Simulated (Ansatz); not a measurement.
One change: `CO[BH][ZnH]` becomes `COBO`.

Ansatz, PBE0-D4/def2-TZVP geometries, multiplicity 1. Each molecule was computed in one conformer, which needn't be the lowest.

Scalar relativity is left out up to krypton.

| property | `CO[BH][ZnH]` |
| --- | --- |
| size of the dipole moment (ωB97M-V/def2-TZVPP) / D | 2.29 |
| LUMO energy (ωB97M-V/def2-TZVPP) / eV | 0.32 |
| zero-point energy (PBE0-D4/def2-TZVP) / kJ/mol | 160.9 |
| LUMO energy (PBE/def2-TZVPP) / eV | -2.21 |
| LUMO energy (B3LYP/def2-TZVPP) / eV | -1.59 |
| HOMO energy (B3LYP/def2-TZVPP) / eV | -6.38 |

Q: What does the change do to each property? (An estimate is asked.)

A: Ansatz gave: 
```tsv
property	`COBO`	shift
size of the dipole moment (ωB97M-V/def2-TZVPP) / D	1.81	-0.48
LUMO energy (ωB97M-V/def2-TZVPP) / eV	2.56	2.24
zero-point energy (PBE0-D4/def2-TZVP) / kJ/mol	186.0	25.1
LUMO energy (PBE/def2-TZVPP) / eV	-0.05	2.16
LUMO energy (B3LYP/def2-TZVPP) / eV	0.65	2.24
HOMO energy (B3LYP/def2-TZVPP) / eV	-8.39	-2.01
```

With PBE0 the HOMO falls by 2.09 eV and the LUMO rises by 2.29 eV, so the gap widens by about 4.38 eV. PBE moves the HOMO by -1.60 eV and ωB97M-V by -2.36 eV. Dipoles are sizes alone; their direction can turn.

B3LYP here is the variant with VWN-RPA as its local correlation; programs differ in this.
